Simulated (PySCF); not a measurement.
Computed with PBE-D3(BJ)/def2-TZVP // r2SCAN-D4/def2-SVP run with PySCF. Isolated molecules, 0 K electronic values unless said otherwise. 

Reference species: [W(Cl)6] (neutral, multiplicity 1).

```
Item                                     Result
-------------------------------------  --------
LUMO                                   -5.71 eV
charge on the central atom (Mulliken)    0.88 e
coordination number                           6
```

After one change: the LUMO rises by 0.46 eV; the charge on the central atom (Mulliken) increases by 0.66 e; the coordination number hardly moves.

Task: Which change was made? The new species is one of these.
A) [W(F)6]
B) [W(Cl)3(F)3]
C) [W(Cl)5(F)]
D) [W(Cl)2(F)4]

Result: A, [W(F)6]
